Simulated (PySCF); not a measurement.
## Kr²⁺ (krypton, charge +2) across methods

[Ar] 3d10 4s1 4p4 4d1, one real determinant (an excited configuration). All numbers are calculated (PySCF 2.14, scalar relativity through the core potential, in aug-cc-pVTZ-PP with one added diffuse shell each of s, d, f type with ECP10MDF (7s5p5d3f, 68 functions)).

```csv
method,E (hartree),mean ε 4p α (eV),mean ε 4p β (eV),mean ε 4d α (eV),Σ⟨r²⟩ (bohr²),⟨S²⟩
r2SCANh,-460.8841,-36.561,-32.557,-16.055,28.89,6.003
UHF,-459.74049,-42.191,-34.940,-19.522,29.04,6.005
revPBE,-461.0956,-35.005,-31.877,-15.610,28.99,6.002
HSE06,-460.9779,-36.555,-32.707,-16.264,28.95,6.002
PBE0,-460.9878,-37.006,-33.064,-16.670,28.92,6.002
PBE,-461.0152,-35.023,-31.950,-15.593,29.01,6.002
r2SCAN,-460.8828,-35.868,-32.134,-15.640,28.90,6.004
LDA,-460.3525,-35.111,-32.110,-15.448,29.10,6.001
```

(1) Estimate the same row for CAM-B3LYP.

⟨L²⟩ = 8.02 against 12 for a pure F term, so this real determinant mixes terms. Energies and moments cover only the electrons outside the core potential. The outer electron is Rydberg-like, and this basis confines it to a smaller radius and binds it less than a complete one would.

## Answers

(1) E (hartree) = -460.9843; mean ε 4p α (eV) = -38.317; mean ε 4p β (eV) = -34.709; mean ε 4d α (eV) = -17.744; Σ⟨r²⟩ (bohr²) = 29.03; ⟨S²⟩ = 6.002.
